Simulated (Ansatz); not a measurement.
Cost and result up the ladder for Ta₂O₇H₄ (13 atoms). The state is a singlet with charge 0. Geometry: PBE-D4/def2-SVP.

Cartesian coordinates in Å:
```
Ta -0.589 -1.600 -0.158
Ta 0.413 1.416 0.773
O 2.053 1.838 1.584
O 0.930 -2.280 -0.640
O -0.163 -0.236 1.381
O -0.014 1.317 -1.871
O -1.932 -2.100 -1.412
O -0.701 0.592 -0.810
O 0.831 2.115 -1.061
H -0.735 2.583 1.453
H -1.082 -2.737 1.130
H 2.979 1.728 1.852
H -1.990 -2.636 -2.221
```

Ansatz on 4 threads of Arm Neoverse N1 on a shared host. Times are rough, and most runs start from the orbitals of an earlier one. r2SCAN0-D4/def2-TZVP serves as the yardstick here, not as an exact answer. Binding counts from free atoms at the same level (Ta quartet, O triplet, H doublet; other spins of the atoms weren't run), without zero-point energy or a counterpoise term.

In the def2 sets Ta takes a core potential; there is no spin–orbit coupling. HSE06 is defined as in plane-wave codes, on full-range PBE exchange. Correlated methods freeze 7 core orbitals; core or outer-core shells of Ta are correlated, in sets that lack core-valence functions. The structure holds 2 bonds between oxygen atoms, so isomers without such links may lie far lower. No other spin state of charge 0 was run. Another isomer (singlet) lies 3.50 eV lower at PBE0-D4/def2-TZVP; other spin states weren't run for this one.

Correlated methods converge slowly with the basis.

```tsv
level	functions	binding energy per atom (eV)	difference from r2SCAN0-D4/def2-TZVP (eV)	remarks
r2SCAN0-D4/def2-TZVP	321	4.22	0.00	–
PBE0-D4/def2-TZVP	321	4.36	0.14	–
MP2/def2-TZVP	321	4.56	0.34	test for broken spin undecided
r2SCAN-D4/def2-TZVP	321	4.50	0.28	–
HSE06-D4/def2-TZVP	321	4.36	0.14	–
PBE-D4/def2-TZVP (with forces)	321	4.67	0.45	–
```

**Question.** Estimate how long each takes.

**Answer.** PBE-D4/def2-TZVP (with forces) 11 s; r2SCAN-D4/def2-TZVP 17 s; HSE06-D4/def2-TZVP 17 s; PBE0-D4/def2-TZVP 20 s; MP2/def2-TZVP 20 s; r2SCAN0-D4/def2-TZVP 25 s. On shared hardware such times vary by a factor of up to 3.
